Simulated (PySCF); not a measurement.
Compound: C₇H₁₁FO₂.
Cartesian coordinates in Å at the PBE0-D3(BJ)/def2-SVP level; atoms count from 1:
```xyz
21
C7H11FO2 angstrom
C     -2.680    0.389    0.809
C     -2.072    0.469   -0.590
C     -0.820   -0.325   -0.710
F     -1.070   -1.602   -1.022
C      0.471    0.032   -0.542
C      1.590   -0.962   -0.713
C      2.135   -1.482    0.613
C      0.786    1.414   -0.130
O      0.000    2.272    0.205
O      2.109    1.655   -0.145
H     -2.864   -0.654    1.108
H     -2.004    0.853    1.541
H     -3.639    0.927    0.842
H     -1.860    1.516   -0.837
H     -2.774    0.062   -1.335
H      1.227   -1.801   -1.322
H      2.401   -0.480   -1.279
H      1.348   -1.993    1.189
H      2.954   -2.199    0.448
H      2.528   -0.660    1.229
H      2.211    2.572    0.152
```

Computed with PBE0-D3(BJ)/def2-SVP geometry optimisation, gas phase in PySCF.

Take the most abundant isotopes and a rigid rotor. The values belong to one conformer with, in the numbering `[CH3:1][CH2:2]/[C:3]([F:4])=[C:5](/[CH2:6][CH3:7])[C:8](=[O:9])[OH:10]`, C1–C2–C3–F4 86°, C3–C5–C6–C7 -101°, C3–C5–C8–O9 7°, C5–C8–O10–H -179°.

(1) Give the principal moments of inertia and the rotational constants in MHz.

(2) What kind of rotor is it?

(3) Is it planar, by Δ = Ic − Ia − Ib?

(4) Give the other two planar moments, Paa and Pbb, and the rms extents of the mass along the axes.

(5) List the rotational levels J(Ka,Kc) to J = 5 (MHz).

(6) Which lines would a microwave search look for?

Results:

(1) Ia = 320.76, Ib = 453.51, Ic = 668.44 u·Å²; 505379 MHz·u·Å²/I gives A = 1576, B = 1114, C = 756.1 MHz.

(2) An asymmetric top. Ray's parameter κ = (2B − A − C)/(A − C) = -0.126; −1 is the prolate and +1 the oblate limit.

(3) Not planar: Δ = Ic − Ia − Ib = -105.82 u·Å². For a rigid frame Δ = −2 Σ m c², so Σ m c² = 52.91 u·Å² lies off the ab plane: 15.71 from hydrogen and 37.20 from heavier atoms. The atom farthest from that plane is 1.74 Å away.

(4) Paa = Σ m a² = (Ib + Ic − Ia)/2 = 400.60 and Pbb = Σ m b² = (Ia + Ic − Ib)/2 = 267.85 u·Å². With the mass M = 146.07 u, the rms extents √(P/M) along a, b and c are 1.66, 1.35, 0.60 Å.

(5) Above 0(0,0):
J = 1: 1(0,1) 1870, 1(1,1) 2332, 1(1,0) 2690
J = 2: 2(0,2) 5469, 2(1,2) 5714, 2(1,1) 6789, 2(2,1) 8173, 2(2,0) 8315
J = 3: 3(0,3) 10615, 3(1,3) 10711, 3(1,2) 12822, 3(2,2) 13784, 3(2,1) 14392, 3(3,1) 17063, 3(3,0) 17101
J = 4: 4(0,4) 17241, 4(1,4) 17272, 4(1,3) 20612, 4(2,3) 21151, 4(2,2) 22605, 4(3,2) 24749, 4(3,1) 24992, 4(4,1) 29065, 4(4,0) 29074
J = 5: 5(0,5) 25357, 5(1,5) 25366, 5(1,4) 29952, 5(2,4) 30191, 5(2,3) 32818, 5(3,3) 34320, 5(3,2) 35107, 5(4,2) 38730, 5(4,1) 38802, 5(5,1) 44209, 5(5,0) 44210
The levels of one J sum to (2J + 1)J(J + 1)(A + B + C)/3.

(6) The dipole components are |μa| = 0.48 D, |μb| = 0.01 D, |μc| = 0.05 D. Intensities carry the squares of the components, which stand as 1.00 : 0.00 : 0.01 (a : b : c). Some lines, for components of 0.1 D or more:

```tsv
type	branch	J(Ka,Kc)	MHz	lower level (cm⁻¹)
a	Q	1(1,0) ← 1(1,1)	358	0.078
a	Q	2(1,1) ← 2(1,2)	1075	0.191
a	R	1(0,1) ← 0(0,0)	1870	0.000
a	R	2(1,2) ← 1(1,1)	3383	0.078
a	R	2(0,2) ← 1(0,1)	3598	0.062
a	R	2(1,1) ← 1(1,0)	4099	0.090
```

No frequency check. Zero-point vibration and centrifugal distortion are left out. A rigid rotor knows nothing of internal rotation, which can split or shift real lines.
